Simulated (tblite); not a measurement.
C5H7ClN2Si.
Bonds: C1–C2 (double), C2–C3, C3–C4 (aromatic), C4–N5 (aromatic), N5–C6 (aromatic), C6–Cl7, C6–N8 (aromatic), N8–Si9, C3–N8 (aromatic). Hydrogens: H10, H11 on C1; H12 on C2; H13 on C4; H14, H15, H16 on Si9.

Computed with GFN2-xTB (tblite), gas phase: L-BFGS steps from a force-field or distance-geometry start until the largest atomic force falls under 0.01 eV/Å.

Step 20: E = -718.9430 eV
```
atom  x, y, z in Å  |  force x, y, z in eV/Å
C1      2.6417   -0.8020   -0.1844   -0.017  -0.009   0.008
C2      1.3567   -0.8093    0.1551   -0.003   0.036   0.003
C3      0.4883    0.3342    0.0306    0.002   0.014  -0.014
C4      0.7916    1.6682   -0.0993    0.007   0.003  -0.010
N5     -0.3437    2.4171   -0.1539   -0.025  -0.050  -0.004
C6     -1.3055    1.5503   -0.0641   -0.020  -0.044   0.024
Cl7    -2.9547    1.9110   -0.0720   -0.004   0.026   0.013
N8     -0.8974    0.2588    0.0551    0.015  -0.021  -0.001
Si9    -2.0201   -1.0990    0.1312    0.025   0.043  -0.006
H10     3.1099    0.0714   -0.6047    0.015  -0.030   0.023
H11     3.2554   -1.6760   -0.0551    0.030   0.023  -0.011
H12     0.9091   -1.7071    0.5601    0.009   0.039  -0.018
H13     1.7471    2.1489   -0.1373    0.021  -0.015  -0.004
H14    -1.1941   -2.2915   -0.0307   -0.046   0.002   0.007
H15    -2.6507   -1.0215    1.4453   -0.010  -0.005  -0.012
H16    -2.9411   -0.9444   -0.9873    0.001  -0.012   0.000
```

Step 21: E = -718.9435 eV
```
atom  x, y, z in Å  |  force x, y, z in eV/Å
C1      2.6432   -0.8016   -0.1838    0.010  -0.012   0.002
C2      1.3582   -0.8085    0.1550    0.006   0.031  -0.001
C3      0.4894    0.3344    0.0302    0.023  -0.003  -0.015
C4      0.7921    1.6687   -0.0999   -0.001   0.010  -0.013
N5     -0.3454    2.4146   -0.1541   -0.010  -0.022  -0.003
C6     -1.3059    1.5468   -0.0632   -0.013  -0.028   0.020
Cl7    -2.9545    1.9083   -0.0685   -0.013   0.022   0.012
N8     -0.8960    0.2562    0.0552    0.016  -0.005   0.001
Si9    -2.0212   -1.0991    0.1304    0.017   0.047   0.000
H10     3.1133    0.0715   -0.6042    0.003  -0.044   0.032
H11     3.2568   -1.6763   -0.0536    0.018   0.041  -0.014
H12     0.9109   -1.7067    0.5592    0.003   0.036  -0.014
H13     1.7470    2.1527   -0.1396   -0.013  -0.040   0.000
H14    -1.1995   -2.2935   -0.0309   -0.034  -0.010   0.006
H15    -2.6533   -1.0174    1.4432   -0.011  -0.008  -0.003
H16    -2.9426   -0.9412   -0.9867   -0.001  -0.014  -0.009
```

Step 22: E = -718.9440 eV
```
atom  x, y, z in Å  |  force x, y, z in eV/Å
C1      2.6445   -0.8014   -0.1832    0.031  -0.010  -0.002
C2      1.3595   -0.8073    0.1549    0.015   0.016  -0.005
C3      0.4906    0.3347    0.0296    0.032  -0.013  -0.015
C4      0.7923    1.6691   -0.1008   -0.012   0.012  -0.016
N5     -0.3470    2.4122   -0.1543    0.000   0.010  -0.001
C6     -1.3064    1.5435   -0.0621    0.000  -0.001   0.013
Cl7    -2.9546    1.9069   -0.0655   -0.014   0.013   0.012
N8     -0.8944    0.2538    0.0554    0.011   0.008   0.003
Si9    -2.0218   -1.0984    0.1297    0.000   0.030   0.004
H10     3.1163    0.0709   -0.6032   -0.001  -0.037   0.031
H11     3.2584   -1.6759   -0.0528    0.011   0.038  -0.012
H12     0.9123   -1.7056    0.5582   -0.007   0.024  -0.008
H13     1.7468    2.1551   -0.1414   -0.034  -0.051   0.001
H14    -1.2046   -2.2953   -0.0309   -0.023  -0.016   0.006
H15    -2.6556   -1.0145    1.4414   -0.010  -0.009   0.002
H16    -2.9439   -0.9390   -0.9865    0.000  -0.013  -0.014
```

Step 23: E = -718.9443 eV
```
atom  x, y, z in Å  |  force x, y, z in eV/Å
C1      2.6457   -0.8013   -0.1827    0.036  -0.006  -0.001
C2      1.3608   -0.8062    0.1548    0.019   0.000  -0.007
C3      0.4920    0.3349    0.0288    0.021  -0.012  -0.014
C4      0.7922    1.6695   -0.1017   -0.019   0.008  -0.016
N5     -0.3484    2.4105   -0.1545    0.005   0.033   0.001
C6     -1.3069    1.5410   -0.0611    0.007   0.021   0.006
Cl7    -2.9547    1.9065   -0.0631   -0.007   0.001   0.012
N8     -0.8929    0.2521    0.0556    0.002   0.015   0.006
Si9    -2.0221   -1.0973    0.1293   -0.015   0.005   0.006
H10     3.1186    0.0699   -0.6020    0.005  -0.013   0.021
H11     3.2599   -1.6750   -0.0524    0.015   0.017  -0.006
H12     0.9131   -1.7041    0.5573   -0.014   0.011  -0.002
H13     1.7463    2.1558   -0.1427   -0.032  -0.046   0.000
H14    -1.2089   -2.2970   -0.0307   -0.018  -0.014   0.007
H15    -2.6576   -1.0126    1.4401   -0.008  -0.008   0.003
H16    -2.9448   -0.9379   -0.9866    0.004  -0.011  -0.014
```

**Question.** Estimate the geometry and energy of step 24. (The exact step hangs on the optimiser's Hessian estimate; all steps are aligned on step 23, rigid shifts and turns removed.)

**Answer.** E = -718.9446 eV, largest force 0.038 eV/Å
```
atom  x, y, z in Å  |  force x, y, z in eV/Å
C1      2.6471   -0.8014   -0.1823    0.026  -0.002   0.002
C2      1.3622   -0.8054    0.1546    0.015  -0.011  -0.008
C3      0.4932    0.3350    0.0280   -0.001  -0.005  -0.013
C4      0.7917    1.6698   -0.1027   -0.019   0.001  -0.015
N5     -0.3493    2.4099   -0.1546    0.005   0.038   0.002
C6     -1.3070    1.5396   -0.0602    0.009   0.033   0.002
Cl7    -2.9550    1.9063   -0.0610    0.000  -0.008   0.013
N8     -0.8916    0.2512    0.0559   -0.009   0.016   0.006
Si9    -2.0225   -1.0963    0.1290   -0.021  -0.013   0.005
H10     3.1205    0.0690   -0.6007    0.015   0.013   0.008
H11     3.2614   -1.6741   -0.0522    0.024  -0.008   0.000
H12     0.9134   -1.7027    0.5565   -0.015   0.000   0.002
H13     1.7454    2.1555   -0.1437   -0.014  -0.031  -0.003
H14    -1.2125   -2.2986   -0.0304   -0.016  -0.009   0.008
H15    -2.6592   -1.0114    1.4393   -0.007  -0.006   0.003
H16    -2.9455   -0.9374   -0.9870    0.008  -0.009  -0.012
```

The energy changes by -0.0003 eV. The first-order estimate −F·Δx gives -0.0003 eV and the mean of the old and new forces, exact on a quadratic surface, -0.0003 eV. The step makes an angle of 64° with the force vector and moves no atom by more than 0.004 Å.

The cost below is that of the whole relaxation. Time: 1.2 s wall. Hardware: an Arm Neoverse N1 with one thread, on a shared host.
